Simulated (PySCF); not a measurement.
**Vertical excitation energies**

Species: C8H20O4Ti (singlet state).
Atom-mapped SMILES: `[CH3:1][CH2:2][O:3][Ti:4]([O:5][CH2:6][CH3:7])([O:8][CH2:9][CH3:10])[O:11][CH2:12][CH3:13]` (hydrogens: H14, H15, H16 on C1; H17, H18 on C2; H19, H20 on C6; H21, H22, H23 on C7; H24, H25 on C9; H26, H27, H28 on C10; H29, H30 on C12; H31, H32, H33 on C13)

Computed with TDDFT B3LYP/def2-SVPD, vertical, gas phase, core orbitals frozen in the response in PySCF. Isolated species at its PBE0-D3(BJ)/def2-SVP geometry, gas phase.

What does the calculation give for the low-lying excited states?

| state | E (eV) | λ (nm) | ν̃ (cm⁻¹) | f | main configurations (H = HOMO, L = LUMO) |
| --- | --- | --- | --- | --- | --- |
| S1 | 4.96 | 250.1 | 39980 | 0.0042 | H→L (79%), H-1→L (13%) |
| S2 | 4.97 | 249.4 | 40100 | 0.0024 | H-1→L (81%), H→L (12%) |
| S3 | 5.24 | 236.8 | 42230 | 0.024 | H-2→L (87%) |
| S4 | 5.33 | 232.7 | 42970 | 0.0092 | H→L+1 (62%), H-2→L+1 (30%) |
| S5 | 5.43 | 228.4 | 43770 | 0.026 | H-1→L+1 (85%) |
| S6 | 5.47 | 226.8 | 44090 | 0.018 | H-2→L+1 (63%), H→L+1 (24%) |
| S7 | 5.57 | 222.7 | 44900 | 0.0001 | H-3→L (93%) |
| S8 | 5.88 | 210.9 | 47420 | 0.0009 | H-4→L (55%), H→L+2 (11%), H-3→L+1 (8%) |
| S9 | 5.90 | 210.3 | 47560 | 0.0021 | H-5→L (56%), H-1→L+2 (14%), H-4→L (9%) |
| S10 | 5.96 | 208.0 | 48070 | 0.0011 | H-1→L+2 (36%), H-3→L+1 (11%), H→L+4 (10%) |

Triplets (Tamm–Dancoff): T1 4.78 eV, H→L (92%); T2 4.83 eV, H-1→L (94%); T3 4.92 eV, H-2→L (92%); T4 5.05 eV, H→L+1 (78%), H-1→L+1 (9%).

The lowest singlet comes at 250 nm (478 kJ/mol) in the ultraviolet; it is very weak; its leading configuration is HOMO→LUMO (79%). The strongest level in the table is S5 at 5.43 eV (228 nm, f = 0.026). For S1 the Löwdin share of titanium is at most 7% in HOMO and 74% in LUMO (ligand-to-metal charge transfer by this measure); for S5 the Löwdin share of titanium is at most 12% in HOMO-1 and 74% in LUMO+1 (ligand-to-metal charge transfer by this measure). The listed states span 1.00 eV, and the widest gap between neighbours is 0.31 eV (S7 to S8). Orbital energies (eV): HOMO-3 -7.86, HOMO-2 -7.38, HOMO-1 -7.24, HOMO -7.20, LUMO -0.97, LUMO+1 -0.65, LUMO+2 -0.06. Weighted by f, the mean energy of these states is 5.36 eV. Singlets were solved by full linear response, triplets in the Tamm–Dancoff approximation.
